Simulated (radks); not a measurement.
Values are calculated unless marked as measured or tabulated.
Species: Er II. Configuration: [Kr] 4d10 4f14 5s2 5p4 6s1 (not the ground configuration). Code: a radial shooting solver on a logarithmic mesh with Libxc functionals. Model: Dirac Kohn-Sham, revPBE, spin-unpolarised, spherical densities, point nucleus; open shells fill j = l - 1/2 first. Some entries of the table are withheld. Estimate them.

| orbital | occ. | eigenvalue (eV) | <r> (bohr) | r(max) (bohr) |
|---|---|---|---|---|
| 1s1/2 | 2 | -57314.33 | 0.02037 | (1) |
| 2s1/2 | 2 | -9624.661 | 0.08588 | 0.07340 |
| 2p1/2 | 2 | -9166.238 | 0.07147 | 0.05512 |
| 2p3/2 | 4 | -8249.209 | 0.07874 | 0.06134 |
| 3s1/2 | 2 | -2156.553 | 0.2248 | 0.2074 |
| 3p1/2 | 2 | -1955.675 | 0.2146 | 0.1950 |
| 3p3/2 | 4 | -1762.997 | 0.2283 | 0.2079 |
| 3d3/2 | 4 | -1420.125 | (2) | 0.1642 |
| 3d5/2 | 6 | -1378.003 | (3) | 0.1678 |
| 4s1/2 | 2 | -426.2662 | 0.5088 | 0.4745 |
| 4p1/2 | 2 | -346.0878 | 0.5182 | (4) |
| 4p3/2 | 4 | -303.0035 | 0.5501 | (5) |
| 4d3/2 | 4 | -171.3128 | 0.5803 | 0.5078 |
| 4d5/2 | 6 | -163.5262 | 0.5918 | 0.5169 |
| 5s1/2 | 2 | -57.6275 | 1.267 | 1.124 |
| 5p1/2 | 2 | -36.4321 | 1.435 | 1.232 |
| 5p3/2 | 2 | -31.2842 | 1.547 | 1.320 |
| 6s1/2 | 1 | -9.2241 | 3.616 | 3.155 |
| 5d3/2 | 0 | -7.1108 | 2.732 | 1.963 |
| 5d5/2 | 0 | -6.8372 | 2.821 | 2.028 |
| 4f5/2 | 6 | -6.7200 | 0.9028 | (6) |
| 6p1/2 | 0 | -5.8920 | 4.554 | 3.911 |
| 4f7/2 | 8 | -5.7418 | 0.9432 | (7) |
| 6p3/2 | 0 | -5.4635 | 4.837 | 4.171 |

Answer. 
(1) 1s1/2 r(max) (bohr): 0.01285
(2) 3d3/2 <r> (bohr): 0.2012
(3) 3d5/2 <r> (bohr): 0.2054
(4) 4p1/2 r(max) (bohr): 0.4769
(5) 4p3/2 r(max) (bohr): 0.5046
(6) 4f5/2 r(max) (bohr): 0.5133
(7) 4f7/2 r(max) (bohr): 0.5193
